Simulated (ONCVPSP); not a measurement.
**Transferability test, ONCV potential for Sr**

ONCVPSP 4.0.1 input, shortened (lines: element, Z, core and valence counts, functional; n l f; lmax; l rc ep ncon nbas qcut; lloc lpopt rc5 dvloc0; l nproj debl; icmod fcfact rcfact), PBE, scalar-relativistic:

```
  Sr 38.00    8    1        4      upf
    1    0    2.00
    2    0    2.00
    2    1    6.00
    3    0    2.00
    3    1    6.00
    3    2   10.00
    4    0    2.00
    4    1    6.00
    5    0    2.00
    2
    0    3.85    0.00    4    8    1.60
    1    4.20    0.10    4    7    2.10
    2    4.20    0.07    3    7    2.10
    4    5    3.20    4.00
    0    2    0.60
    1    2    1.80
    2    2    2.40
    3    2.00    1.55
```

In the p channel the program set the typed energies aside and used 0.050, 1.850 Ha. In the d channel the program set the typed energies aside and used -0.047, 2.353 Ha.

Energies are relative to the spin-unpolarised reference configuration 5s2; without spin polarisation the order of configurations can differ from experiment. Not all tests gave a result: 1 of 4 tests not solved or not reliable.

```json
{"valence configuration": "5s1", "charge": "+1", "ΔE all-electron (eV)": "5.885", "error AE − PS (meV)": "-33"}
{"valence configuration": "5s1.5", "charge": "+0.5", "ΔE all-electron (eV)": "2.339", "error AE − PS (meV)": "-6.9"}
{"valence configuration": "5s1 5p1", "charge": "0", "ΔE all-electron (eV)": "2.299", "error AE − PS (meV)": "-7.7"}
```
